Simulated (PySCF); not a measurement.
**¹⁹F chemical shifts**

- structure optimised with GFN2-xTB
- NMR shieldings at PBE0/pcSseg-1/GIAO
- code: PySCF 2.14.0 with density-fitted response routines
- non-relativistic, one computed conformer, no solvent, equivalent nuclei averaged

Shieldings were converted by a linear fit to measured shifts: ¹⁹F (scatter 6.0 ppm rms, 7.0 ppm with the 5 outliers that the fit left out vs CFCl3, solution or neat liquid, with a term for F on sp3 carbon). A few per cent of atoms miss by over 2 rms, more outside the fitted compound classes.

**Question.** Give the ¹⁹F shifts of `C[C@H](C#N)C(F)(F)F`, `[H]/N=C\C=C(\F)C(F)F`, `[H]/N=C\C(F)=C\C(F)F`, `N[SiH2]C(F)F`.

**Answer.** 
```
                                               compound                         environment  δ (ppm)
                                    C[C@H](C#N)C(F)(F)F        fluorine of a CF3 group (×3)    -70.9
[H]/[N:1]=[CH:2]\[CH:3]=[C:4](\[F:5])[CH:6]([F:7])[F:8]                F5: vinylic fluorine   -104.7
[H]/[N:1]=[CH:2]\[CH:3]=[C:4](\[F:5])[CH:6]([F:7])[F:8]  F7/8: fluorine of a CF2 group (×2)   -106.1
[H]/[N:1]=[CH:2]\[C:3]([F:4])=[CH:5]\[CH:6]([F:7])[F:8]  F7/8: fluorine of a CF2 group (×2)   -111.2
[H]/[N:1]=[CH:2]\[C:3]([F:4])=[CH:5]\[CH:6]([F:7])[F:8]                F4: vinylic fluorine   -120.8
                                           N[SiH2]C(F)F        fluorine of a CF2 group (×2)   -135.7
```
